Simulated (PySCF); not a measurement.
# C$_{2}$H$_{5}$Si, SMILES `[SiH2]C=C` (charge 0, multiplicity 2)

The numbers are results of PBE0-D4/def2-TZVP in PySCF 2.14.0, not measurements.

```yaml
highest_occupied_spin_orbital: -5.75 eV
dipole_moment: 0.73 D
total_energy: -368.4509 Ha
cost: very roughly 2.2 core-minutes
```

```xyz
8

C     -1.2930     0.2693    -0.2634
C     -0.2987    -0.2090     0.4940
Si     1.4094    -0.5009    -0.1154
H     -1.1328     0.5703    -1.2947
H     -2.3031     0.3845     0.1182
H     -0.5297    -0.5014     1.5171
H      2.4496    -0.2733     0.9219
H      1.6922     0.2472    -1.3696
```
Charge 0, spin multiplicity 2.
